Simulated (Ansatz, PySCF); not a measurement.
This triplet lies 0.23 eV above the relaxed singlet at the level B3LYP/cc-pVTZ // PBE0-D3(BJ)/def2-TZVP (Ansatz, a program for electronic structure); other levels give the other order.

Cartesian coordinates (Å):
```xyz
7

C      0.9312    -0.0553     0.1503
C     -0.2767     0.5390    -0.1384
C     -1.4774    -0.1171    -0.2005
F     -1.6919    -1.3886    -0.0028
H      1.0032    -1.1161     0.3514
H      1.8371     0.5341     0.1792
H     -0.3254     1.6039    -0.3393
```
Charge 0, spin multiplicity 3.

What total energy, dipole moment and highest occupied spin orbital does PySCF 2.14.0 with PBE0-D3(BJ)/def2-TZVP give?


| Property | Value |
|---|---|
| total energy | -215.6674 Ha |
| dipole moment | 0.99 D |
| highest occupied spin orbital | -5.97 eV |
